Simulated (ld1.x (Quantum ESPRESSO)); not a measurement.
## Reading a pseudo-wave (platinum)

Columns: radius, all-electron u(r) and pseudo u(r) of the 6s shell (level -9.24 eV) of platinum in the configuration [Xe] 4f14 5d9 6s0.5 6p0; PW91, scalar-relativistic, ultrasoft scheme, ld1.x (Quantum ESPRESSO) 7.5.

| r (bohr) | all-electron | pseudo |
| --- | --- | --- |
| 0.145 | 0.1399 | -0.0647 |
| 0.290 | -0.1831 | -0.1288 |
| 0.435 | -0.0781 | -0.1920 |
| 0.580 | 0.1904 | -0.2538 |
| 0.725 | 0.3152 | -0.3136 |
| 0.870 | 0.2785 | -0.3708 |
| 1.015 | 0.1457 | -0.4249 |
| 1.160 | -0.0227 | -0.4754 |
| 1.305 | -0.1892 | -0.5215 |
| 1.450 | -0.3347 | -0.5628 |
| 1.595 | -0.4525 | -0.5987 |
| 1.740 | -0.5420 | -0.6285 |
| 1.885 | -0.6055 | -0.6519 |
| 2.030 | -0.6468 | -0.6683 |
| 2.175 | -0.6696 | -0.6775 |
| 2.320 | -0.6774 | -0.6793 |
| 2.465 | -0.6734 | -0.6735 |
| 2.610 | -0.6602 | -0.6602 |
| 2.755 | -0.6401 | -0.6401 |
| 2.900 | -0.6150 | -0.6150 |
| 3.045 | -0.5865 | -0.5865 |
| 3.190 | -0.5557 | -0.5557 |
| 3.335 | -0.5238 | -0.5238 |
| 3.480 | -0.4914 | -0.4914 |
| 3.625 | -0.4594 | -0.4594 |
| 3.770 | -0.4280 | -0.4280 |

(1) How many radial nodes do the two functions have?

(2) At about which radius was the pseudo-wave matched?

(3) Is the pseudo-wave norm-conserving?

Results:

(1) The all-electron 6s function has n − l − 1 = 5 (the table is too coarse to show those close to the nucleus); the pseudo-wave has 0, since the states of the same l below it are removed with the core.

(2) 2.55 bohr, where the columns begin to agree (steps of 0.14 bohr).

(3) No, it belongs to an ultrasoft set: the norm inside the radius is not constrained, and the difference is carried by the augmentation charge.
